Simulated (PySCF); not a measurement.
Species: ClGe2H7Si.
SMILES with atom numbers: `[Cl:1][SiH2:2][GeH2:3][GeH3:4]` (hydrogens: H5, H6 on Si2; H7, H8 on Ge3; H9, H10, H11 on Ge4)

Computed, not measured: PBE0-D3(BJ)/def2-SVP geometry optimisation, gas phase in PySCF.

Question: Give the optimised bond lengths and angles.

Answer: 
```csv
bond,length (Å)
Cl1–Si2,2.082
Si2–Ge3,2.376
Ge3–Ge4,2.422
"Si2–H5, Si2–H6",1.492
"Ge3–H7, Ge3–H8",1.541
"Ge4–H9, Ge4–H10, Ge4–H11",1.539
```

Bonds in one row agree within 0.01 Å and their mean is given. A selection of angles:
```csv
angle,degrees
Cl1–Si2–Ge3,106.0
Cl1–Si2–H5,108.0
Ge3–Si2–H5,114.3
Ge3–Si2–H6,111.1
H5–Si2–H6,109.1
Si2–Ge3–Ge4,107.2
Si2–Ge3–H7,110.1
Ge4–Ge3–H7,110.6
H7–Ge3–H8,108.6
Ge3–Ge4–H9,108.9
Ge3–Ge4–H11,110.7
H9–Ge4–H10,109.1
```

Dihedral angles: Cl1–Si2–Ge3–Ge4 -48° (synclinal). The mirror-image conformer, all signs reversed, is as good.

Ge3 (germanium bonded to Ge, Si and 2 H) is tetrahedral (angles from 107.2° to 110.8°). Si2 (chlorine-bound silicon) is distorted tetrahedral (angles from 106.0° to 114.3°). Ge4 (germanium bonded to Ge and 3 H) is tetrahedral (angles from 108.9° to 110.7°).

Point group: C1 (no symmetry element, even within 0.4 Å). No frequency check. One conformer, not necessarily the lowest.
